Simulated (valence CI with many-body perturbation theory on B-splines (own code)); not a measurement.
Ladder of approximations for Tl XI

Calculated by relativistic CI+MBPT: three valence electrons over a frozen Dirac-Fock core [Xe] 4f14, radial functions for each j: 9 s, 9 p, 10 d, 8 f, 5 g, 3 h, 1 i, with the one-electron correlation potential Σ1, the two-electron term Σ2, the three-electron term Σ3, Breit, model QED; selected CI, second order for the rest, scaled by the run's own slope (own B-spline code, finite nucleus).

No measured spectrum was set against this ion. As an estimate, terms of the open shell hold to 2 to 4 % of their energy, and close levels can change places. Core correlation moves these levels by up to 12000 cm⁻¹, and in measured spectra 5 to 20 % of such shifts remained as error; rates that hang on mixing are uncertain with them. The list stops below the first excitations out of the core. Only levels of the ground parity were solved; by the run's estimate the other parity begins above the list, which can be wrong where configurations are misplaced.

Each rung adds one term. CI alone is the Dirac-Coulomb CI over the frozen core; QED comes last and gives the full result, which names the levels. Energies are above (5d3/2^3) J=3/2 on the same rung, in cm⁻¹.

Levels are named by their leading jj configuration (3d3/2^4 stands for four electrons in 3d with j = 3/2), which in mixed levels can hold well under half, so a name can repeat and another be missing. Letters in brackets count levels of one name in rising energy.

| Level | CI alone | + Σ1 | + Σ2 | + Σ3 | + Breit | Full |
| --- | --- | --- | --- | --- | --- | --- |
| (5d3/2^2 5d5/2) J=5/2 [a] | 16938 | 17761 | 17939 | 17990 | 17565 | 17630 |
| (5d3/2^2 5d5/2) J=7/2 | 26667 | 27693 | 27634 | 27644 | 27116 | 27193 |
| (5d3/2^2 5d5/2) J=3/2 | 26616 | 27342 | 27372 | 27511 | 27162 | 27218 |
| (5d3/2^2 5d5/2) J=9/2 | 30583 | 31535 | 30926 | 30915 | 30426 | 30496 |
| (5d3/2^2 5d5/2) J=1/2 | 31407 | 32230 | 32098 | 32232 | 31832 | 31895 |
| (5d3/2 5d5/2^2) J=7/2 [a] | 47279 | 48877 | 48933 | 48852 | 48042 | 48166 |
| (5d3/2^2 5d5/2) J=5/2 [b] | 48147 | 49447 | 49501 | 49458 | 48824 | 48923 |
| (5d3/2 5d5/2^2) J=9/2 | 50304 | 52045 | 51712 | 51774 | 50872 | 51007 |
| (5d3/2 5d5/2^2) J=3/2 [a] | 55532 | 57243 | 58072 | 57953 | 57117 | 57250 |
| (5d3/2 5d5/2^2) J=1/2 | 57841 | 59601 | 60335 | 60554 | 59698 | 59835 |
| (5d3/2 5d5/2^2) J=11/2 | 63068 | 64893 | 63618 | 63632 | 62703 | 62839 |
| (5d3/2 5d5/2^2) J=5/2 [a] | 66761 | 68552 | 68394 | 68047 | 67232 | 67360 |
| (5d3/2 5d5/2^2) J=5/2 [b] | 70362 | 71956 | 71413 | 71299 | 70501 | 70628 |
| (5d3/2 5d5/2^2) J=7/2 [b] | 74237 | 76013 | 74952 | 74855 | 73991 | 74124 |
| (5d5/2^3) J=9/2 | 77663 | 80284 | 80536 | 80453 | 79127 | 79331 |
| (5d5/2^3) J=3/2 | 80583 | 82986 | 84931 | 85013 | 83844 | 84032 |
| (5d3/2 5d5/2^2) J=3/2 [b] | 103478 | 105663 | 105741 | 105360 | 104354 | 104516 |
| (5d5/2^3) J=5/2 | 108110 | 110648 | 112103 | 111787 | 110579 | 110772 |
| (5d3/2^2 6s) J=3/2 | 304721 | 307566 | 313806 | 314174 | 314241 | 315119 |
| (5d3/2^2 6s) J=5/2 | 308907 | 311793 | 318225 | 318539 | 318585 | 319457 |
| (5d3/2 5d5/2 6s) J=7/2 [a] | 328667 | 332407 | 339139 | 339481 | 339066 | 340017 |
| (5d3/2^2 6s) J=1/2 | 329810 | 332839 | 338954 | 339266 | 339272 | 340160 |
| (5d3/2 5d5/2 6s) J=5/2 [a] | 333331 | 337024 | 343762 | 344035 | 343663 | 344596 |
| (5d3/2 5d5/2 6s) J=9/2 | 341499 | 345502 | 351939 | 352230 | 351684 | 352654 |
| (5d3/2 5d5/2 6s) J=3/2 [a] | 342459 | 346193 | 352374 | 352709 | 352336 | 353287 |
| (5d3/2 5d5/2 6s) J=5/2 [b] | 342512 | 346267 | 352788 | 353067 | 352666 | 353609 |
| (5d3/2 5d5/2 6s) J=3/2 [b] | 348262 | 352065 | 358556 | 358771 | 358373 | 359311 |
| (5d3/2 5d5/2 6s) J=7/2 [b] | 348975 | 352870 | 358916 | 359100 | 358638 | 359578 |
| (5d3/2 5d5/2 6s) J=1/2 | 353321 | 357068 | 363277 | 363415 | 363065 | 363986 |
| (5d5/2^2 6s) J=9/2 | 365509 | 369968 | 375921 | 376078 | 375297 | 376303 |
| (5d5/2^2 6s) J=7/2 | 369674 | 374298 | 380627 | 380777 | 379920 | 380926 |

Problem. How does the ionisation energy move along the ladder, and which term matters most?

Solution. CI alone 175.48, + Σ1 177.32, + Σ2 178.26, + Σ3 178.27, + Breit 178.20, + QED 178.22 eV. The largest step is Σ1, 1.84 eV. NIST lists 177 ± 2.4 eV (theoretical).
